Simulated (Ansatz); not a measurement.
Isolated molecules relaxed with PBE0-D4/def2-TZVP in Ansatz; ΔE leaves out vibrations. CBS: MP2 limit from def2 TZ/QZ plus the TZ coupled-cluster correction, frozen cores. DFT in def2-TZVPP. B3LYP here is the variant with VWN-RPA as its local correlation; programs differ in this. For Ge outer-core shells are correlated without core-valence functions, which leaves a few kJ/mol of doubt a bond. Scalar relativity is left out up to krypton. One conformer a species, not always the lowest.

`CN(C)B(F)S` + `[SiH3][O][Ge][Cl]` → `FB(S)O[SiH3]` + `C[N](C)[Ge][Cl]`  (redistribution)

```json
{"level": "PBE-D4", "ΔE (kcal/mol)": "2.3", "difference from CCSD(T)/CBS": "0.3"}
{"level": "PBE0-D4", "ΔE (kcal/mol)": "2.5", "difference from CCSD(T)/CBS": "0.5"}
{"level": "B3LYP-D4", "ΔE (kcal/mol)": "2.8", "difference from CCSD(T)/CBS": "0.8"}
{"level": "ωB97X-V", "ΔE (kcal/mol)": "3.7", "difference from CCSD(T)/CBS": "1.7"}
{"level": "ωB97M-V", "ΔE (kcal/mol)": "3.7", "difference from CCSD(T)/CBS": "1.7"}
{"level": "PBE", "ΔE (kcal/mol)": "2.3", "difference from CCSD(T)/CBS": "0.3"}
{"level": "r2SCAN", "ΔE (kcal/mol)": "1.8", "difference from CCSD(T)/CBS": "-0.2"}
{"level": "B3LYP", "ΔE (kcal/mol)": "2.8", "difference from CCSD(T)/CBS": "0.8"}
{"level": "HF/def2-TZVPP", "ΔE (kcal/mol)": "3.8", "difference from CCSD(T)/CBS": "1.8"}
{"level": "CCSD(T)/def2-TZVPP", "ΔE (kcal/mol)": "1.9", "difference from CCSD(T)/CBS": "-0.1"}
{"level": "HF/def2-QZVPP", "ΔE (kcal/mol)": "3.8", "difference from CCSD(T)/CBS": "1.8"}
{"level": "MP2/def2-QZVPP", "ΔE (kcal/mol)": "1.6", "difference from CCSD(T)/CBS": "-0.4"}
{"level": "SCS-MP2/def2-QZVPP", "ΔE (kcal/mol)": "2.3", "difference from CCSD(T)/CBS": "0.3"}
{"level": "HF/CBS(def2)", "ΔE (kcal/mol)": "3.8", "difference from CCSD(T)/CBS": "1.8"}
{"level": "MP2/CBS(def2)", "ΔE (kcal/mol)": "1.7", "difference from CCSD(T)/CBS": "-0.3"}
{"level": "CCSD/CBS(def2)", "ΔE (kcal/mol)": "2.5", "difference from CCSD(T)/CBS": "0.5"}
{"level": "CCSD(T)/CBS", "ΔE (kcal/mol)": "2.0", "difference from CCSD(T)/CBS": "0"}
```

Largest T1 diagnostic among the species: 0.014.

In def2-TZVPP, CCSD(T) changes the Hartree–Fock value by −1.9 kcal/mol (the triples alone add −0.5 kcal/mol) and MP2 by −2.3 kcal/mol.
